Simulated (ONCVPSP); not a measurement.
# Scattering properties, ONCV potential for Zn (Z = 30)

* Element: zinc (Zn)
* Generator: ONCVPSP 4.0.1
* Type: optimised norm-conserving Vanderbilt (ONCV)
* Functional: PBEsol
* Relativity: scalar-relativistic
* Frozen core: [Ar]
* Valence charge: 12
* Reference configuration: 3d10 4s0.5 (charge +1.5)
* Partial waves: 4s: rc 2.00 bohr, ncon 4, nbas 6, qcut 3.9 1/bohr, 3 projectors, debl 0.7 Ha; p scattering state at 0.05 Ha: rc 2.15 bohr, ncon 4, nbas 8, qcut 4.1 1/bohr, 2 projectors, debl 2.5 Ha; 3d: rc 1.35 bohr, ncon 5, nbas 10, qcut 13.5 1/bohr, 2 projectors, debl 2.8 Ha
* Local potential: polynomial inside 1.10 bohr (lpopt 5, dvloc0 -1 Ha)
* Core correction: Teter function, fcfact 2.25, rcfact 1.75

The phase is arctan(r·R′/R) of the radial function R(r), unwrapped; energies in Ha, scanned from -2 to 5 Ha. A pole is an energy at which the radial function vanishes at the test radius. The pseudo phase is shifted by a multiple of π to meet the all-electron one at the reference energy, and phase errors are pseudo minus all-electron; the curves can meet again beyond the range given. Levels narrower than the energy grid can be missing from the lists of poles.

For each channel, where are the poles, and over which energies does the pseudopotential scatter like the atom?

```csv
channel,radius (bohr),reference energy (Ha),"poles, all-electron","poles, pseudo",unbroken range about the reference energy with phases within 0.05 rad,phase error 1 Ha above the reference energy (rad)
s,2.04,-0.67,1.00,1.00,below 3.3,+0.000
p,2.19,0.05,1.24,"1.23, 4.54",below 3.3,-0.001
d,1.37,-0.92,-0.34,-0.34,the whole range,+0.000
```

Note: no bound ghost flagged; GHOST(+) flagged for s at 12.5 eV, p at 119.9 eV.

Phases in the p channel:

```tsv
E (Ha)	all-electron	pseudo
-1.98	1.175	1.170
-1.62	1.079	1.073
-1.26	0.899	0.892
-0.90	0.494	0.485
-0.54	-0.344	-0.349
-0.18	-1.001	-1.001
0.18	-1.282	-1.282
0.54	-1.422	-1.422
0.90	-1.509	-1.510
1.26	-1.574	-1.575
1.62	-1.632	-1.632
1.98	-1.691	-1.692
2.34	-1.766	-1.766
2.70	-1.882	-1.883
3.06	-2.125	-2.134
3.42	-2.848	-2.958
3.78	-3.915	-4.075
4.14	-4.305	-4.447
4.50	-4.457	-4.677
4.86	-4.537	-6.454
```
